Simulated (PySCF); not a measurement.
Simulated Si 1s region for `CO[Si@@](C)(P)[SiH2]C`, binding energy against the vacuum level.

Every computed line was given a Gaussian of 0.8 eV full width at half maximum and an area set by the number of equivalent atoms; the highest printed point is 100. The calculation used delta-SCF UKS SCAN, pcX-2 on the ionised atom, pcseg-1 elsewhere, spin-free X2C in PySCF 2.14.0.

binding energy (eV), intensity and a bar:
```
   1844.6          0 
   1844.7          1 
   1844.8          2 #
   1844.9          5 #
   1845.0          9 ###
   1845.1         15 #####
   1845.2         25 ########
   1845.3         38 ###########
   1845.4         52 ################
   1845.5         67 ####################
   1845.6         80 ########################
   1845.7         90 ###########################
   1845.8         96 #############################
   1845.9         99 ##############################
   1846.0        100 ##############################
   1846.1        100 ##############################
   1846.2         97 #############################
   1846.3         92 ############################
   1846.4         84 #########################
   1846.5         72 ######################
   1846.6         58 #################
   1846.7         43 #############
   1846.8         29 #########
   1846.9         19 ######
   1847.0         11 ###
   1847.1          6 ##
   1847.2          3 #
   1847.3          1 
   1847.4          1 
   1847.5          0
```

Problem. Count the maxima, the lines and the sites behind this envelope.

Solution. The curve has 1 maximum (at 1846.0 eV). Under it lie 2 lines from 2 inequivalent silicon sites. At this width some lines have no maximum of their own.

Problem. Decompose the envelope and assign each component. Numbering: `[CH3:1][O:2][Si@@:3]([CH3:4])([PH2:5])[SiH2:6][CH3:7]`.

Solution. 
```
position (eV)  relative area   line  atoms           environment
      1845.71              1  Si 1s    Si6          SiH2 silicon
      1846.33              1  Si 1s    Si3  oxygen-bound silicon
```

Problem. Above which line width would these two lines show one maximum?

Solution. Two equal Gaussians merge once their distance is under 2σ = FWHM/1.177. With 0.62 eV between them that is a full width over 0.73 eV.

Lowest listed Si 1s: Si6, bonded to C, 2 H and Si. Highest, 0.62 eV above it: Si3, bonded to O, C, P and Si. Summing the Pauling electronegativity differences to the bonded atoms, each weighted by its formal bond order, gives +1.25 for the lowest site and +2.48 for the highest.

Shake-up satellites, vibrational structure and lifetime widths aren't simulated. Isolated species at its PBE0-D3(BJ)/def2-SVP geometry (one conformer only).

The values belong to the conformer `[CH3:1][O:2][Si@@:3]([CH3:4])([PH2:5])[SiH2:6][CH3:7]`: C1–O2–Si3–C4 70°, O2–Si3–Si6–C7 -172°, H–P5–Si3–O2 174°, H–P5–Si3–O2 80°.
